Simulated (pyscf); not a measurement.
## `[F][B]([F])[Cl]`, singlet

Gas-phase minimum from PySCF at ωB97X-D3(BJ)/def2-SVP, one conformer. 

```xyz
4

F      0.8284     1.6580    -0.6524
B      0.3541     0.5251    -0.1821
F      0.8167     0.0626     0.9588
Cl    -0.8740    -0.3521    -1.0595
```

Bonded distances (Å): F1–B2 1.315, B2–F3 1.315, B2–Cl4 1.746. Angles (°): F1–B2–F3 119.1, F1–B2–Cl4 120.5, F3–B2–Cl4 120.5.

Properties at ωB97X-D3(BJ)/def2-SVP:

* **Harmonic wavenumbers, unscaled**: 348, 429, 604, 708, 1277, 1479 cm⁻¹
* **Zero-point energy**: 6.9 kcal/mol
* **Rotational symmetry number**: 2
* **Entropy of this conformer at 298 K and 1 atm, rigid rotor and harmonic oscillator, modes under 100 cm⁻¹ raised to 100**: 275.3 J/(mol K)
* **Dipole moment**: 0.15 D

Single-point totals, which compare only within one level (frozen core for MP2 and CC):

| level | total energy (hartree) |
|---|---|
| ωB97X-D3(BJ)/def2-TZVP | -685.04237 |
| PBE/def2-TZVP | -684.59711 |
| r²SCAN/def2-TZVP | -684.88732 |
| B3LYP-D3(BJ)/def2-TZVP | -685.03494 |
| PBE0-D3(BJ)/def2-TZVP | -684.63944 |
| M06-2X/def2-TZVP | -684.92704 |
| ωB97M-D3(BJ)/def2-TZVP | -685.10875 |
| HF/def2-TZVPP | -683.34584 |
| MP2/def2-TZVPP | -684.12084 |
| CCSD/def2-TZVPP | -684.13767 |
| CCSD(T)/def2-TZVPP | -684.16426 |

The CCSD(T) − MP2 part came from Ansatz, without density fitting, on the same reference.
